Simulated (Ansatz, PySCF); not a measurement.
This Ansatz (a quantum-chemistry and plane-wave program) input computes a PBE/def2-TZVPD energy:

Ansatz 0.2 input:
```yaml
crystal:
  periodic: [false, false, false]
  atoms:
    - {symbol: Pb, position_ang: [-0.00000000, -0.00000000, -0.20489551]}
    - {symbol: F, position_ang: [0.00000000, 0.00000000, 1.86682576]}
basis:
  gaussian:
    orbitals: def2-TZVPD
hamiltonian:
  xc: {name: PBE}
magnetization: {spin_polarized: true, initial_magnetization: 1}
output: {forces: true}
```

Q: Write an input for the same energy in PySCF and say what it gives.

A: 
```python
from pyscf import gto, scf, dft

mol = gto.M(
    atom='''
    Pb   -0.00000000   -0.00000000   -0.20489551
    F     0.00000000    0.00000000    1.86682576
    ''',
    basis='def2-tzvpd',
    ecp='def2-tzvp',
    charge=0,
    spin=1,
    symmetry='C2v',
    verbose=4,
)

mf = dft.UKS(mol, xc='pbe').density_fit(auxbasis='def2-universal-jkfit')
mf.grids.level = 3
mf.conv_tol = 1e-9
mf.max_cycle = 100
mf.max_memory = 1500
mf.kernel()
if not mf.converged:
    mf = mf.newton()
    mf.kernel(mf.make_rdm1())
mf.analyze()
```
It gives -292.71952 Eh, and Ansatz -292.71950 Eh, a difference of 0.02 mEh, from the treatment of integrals and grids.
